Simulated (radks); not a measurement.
Spin polarisation of the 4f9 shell in Tb2+. Start: [Xe] 4f(up 4.5, down 4.5); electrons of 4f are moved from spin down to spin up, other shells keep equal spins. All-electron calculation, scalar-relativistic Kohn-Sham, PBE, spin-polarised, spherical densities, finite nucleus; Fermi nuclear charge, rms radius of each element as measured or else 0.836 A^(1/3) + 0.57 fm. Program: a radial shooting solver on a logarithmic mesh with Libxc functionals.

| moment (Bohr magnetons) | E - E(0) (eV) | e(4f up) (eV) | e(4f down) (eV) | 5p down minus up (eV) | 5s down minus up (eV) |
|---|---|---|---|---|---|
| 0 | 0.000 | -16.825 | -16.825 | 0.000 | 0.000 |
| 1 | -0.181 | -17.171 | -16.448 | 0.316 | 0.435 |
| 2 | -0.723 | -17.486 | -16.042 | 0.633 | 0.870 |
| 3 | -1.625 | -17.769 | -15.605 | 0.951 | 1.307 |
| 4 | -2.887 | -18.018 | -15.137 | 1.272 | 1.746 |
| 5 | -4.508 | -18.232 | -14.636 | 1.596 | 2.189 |

At moment 5 the spin-polarisation energy is -4.508 eV and the 4f exchange splitting 3.596 eV, that is 0.719 eV per Bohr magneton; E = -I m^2/4 would give I = 0.721 eV.
